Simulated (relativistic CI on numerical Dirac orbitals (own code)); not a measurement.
**Ni⁴⁺ in a cubic cluster: 1s photoemission with charge transfer**

Computed with a charge-transfer multiplet model of a cubic metal-ligand cluster with up to 2 ligand holes, Slater and spin-orbit integrals from Dirac-Coulomb-Breit ions, Slater integrals scaled by 0.9. The ground state mixes d6 with configurations of k ligand holes L, whose averages lie at kΔ + k(k − 1)U_dd/2; a core hole lowers each added d electron by U_cd. 20 K, Lorentzian 1.1 eV and Gaussian 0.6 eV FWHM.

Atomic integrals in eV (Slater integrals scaled, ζ unscaled), ground: F2dd 12.773, F4dd 8.015, zeta_d 0.099; with the core hole: F2dd 14.192, F4dd 8.937, zeta_d 0.134, G2cd 0.088.

Cluster parameters (eV): U_dd = 7.6, U_cd = 8.7, 10Dq = 2, 10Dq(ligand) = 1.2, V(eg) = 3.75, V(t2g) = -1.58, final-state hopping factor = 0.8.

| Case | n_d | d6 | d7L | d8L2 | S |
| --- | --- | --- | --- | --- | --- |
| Δ = -3.8 eV | 7.08 | 0.17 | 0.58 | 0.25 | 0.02 |
| Δ = -2.8 eV | 7.02 | 0.20 | 0.58 | 0.22 | 0.02 |
| Δ = -0.8 eV | 6.89 | 0.27 | 0.56 | 0.16 | 0.02 |
| Δ = 1.2 eV | 6.76 | 0.36 | 0.53 | 0.12 | 0.02 |
| Δ = 2.2 eV | 6.70 | 0.40 | 0.50 | 0.10 | 0.02 |

Weights, n_d and S are thermal averages at 20 K. Binding energies count from the first peak over 30 % of the highest in each spectrum, which can be another peak from case to case. The parameters are a model scan and need not match a compound or its usual spin state. Peaks in eV (height, largest 100):
- Δ = -3.8 eV: 0.0 (100), 14.1 (14)
- Δ = -2.8 eV: 0.0 (100), 13.7 (14)
- Δ = -0.8 eV: 0.0 (100), 13.2 (14)
- Δ = 1.2 eV: 0.0 (100), 13.0 (13)
- Δ = 2.2 eV: 0.0 (100), 9.2 (5), 12.8 (12)

Curve for Δ = -3.8 eV (points under 2 left out, the grid thinned):

```json
{"E (eV)": "-3.5", "Intensity": "2.9"}
{"E (eV)": "-3.2", "Intensity": "3.5"}
{"E (eV)": "-2.8", "Intensity": "4.5"}
{"E (eV)": "-2.5", "Intensity": "5.6"}
{"E (eV)": "-2.1", "Intensity": "7.9"}
{"E (eV)": "-1.8", "Intensity": "10.6"}
{"E (eV)": "-1.5", "Intensity": "14.9"}
{"E (eV)": "-1.1", "Intensity": "26.0"}
{"E (eV)": "-0.8", "Intensity": "42.1"}
{"E (eV)": "-0.5", "Intensity": "67.6"}
{"E (eV)": "-0.1", "Intensity": "98.5"}
{"E (eV)": "0.2", "Intensity": "92.8"}
{"E (eV)": "0.6", "Intensity": "57.1"}
{"E (eV)": "0.9", "Intensity": "35.0"}
{"E (eV)": "1.2", "Intensity": "22.0"}
{"E (eV)": "1.6", "Intensity": "13.1"}
{"E (eV)": "1.9", "Intensity": "9.5"}
{"E (eV)": "2.3", "Intensity": "6.6"}
{"E (eV)": "2.6", "Intensity": "5.3"}
{"E (eV)": "2.9", "Intensity": "4.3"}
{"E (eV)": "3.3", "Intensity": "3.4"}
{"E (eV)": "3.6", "Intensity": "3.0"}
{"E (eV)": "3.9", "Intensity": "2.6"}
{"E (eV)": "4.3", "Intensity": "2.4"}
{"E (eV)": "4.6", "Intensity": "2.3"}
{"E (eV)": "5.0", "Intensity": "2.5"}
{"E (eV)": "5.3", "Intensity": "2.8"}
{"E (eV)": "5.6", "Intensity": "3.5"}
{"E (eV)": "6.0", "Intensity": "4.4"}
{"E (eV)": "6.3", "Intensity": "4.4"}
{"E (eV)": "6.7", "Intensity": "3.2"}
{"E (eV)": "7.0", "Intensity": "2.4"}
{"E (eV)": "8.0", "Intensity": "2.0"}
{"E (eV)": "8.4", "Intensity": "2.0"}
{"E (eV)": "12.3", "Intensity": "2.4"}
{"E (eV)": "12.7", "Intensity": "3.5"}
{"E (eV)": "13.0", "Intensity": "5.1"}
{"E (eV)": "13.3", "Intensity": "7.6"}
{"E (eV)": "13.7", "Intensity": "11.8"}
{"E (eV)": "14.0", "Intensity": "13.7"}
{"E (eV)": "14.3", "Intensity": "12.7"}
{"E (eV)": "14.7", "Intensity": "8.1"}
{"E (eV)": "15.0", "Intensity": "5.2"}
{"E (eV)": "15.4", "Intensity": "3.0"}
{"E (eV)": "15.7", "Intensity": "2.1"}
```

For the case Δ = -0.8 eV, Δ = -0.8 eV is smaller than U_dd = 7.6 eV, the charge-transfer side of the Zaanen-Sawatzky-Allen scheme (negative Δ: between configuration averages a ligand hole costs less than the nominal valence; multiplet and field energies can change this for the lowest states). With the core hole the configuration with one ligand hole lies at Δ − U_cd = -12.5, -11.5, -9.5, -7.5, -6.5 eV from the one without, in the order of the table; where this is negative the screened configuration lies lower, though the effective hopping of about 5.3 eV (from the holes of the mixed ground state) mixes the two strongly wherever it is as large as the gap.

With at most 2 ligand holes the space is cut while the next configuration still counts, so covalency is underestimated, and a final configuration with one more ligand hole, which can lie low, is missing from the spectra.
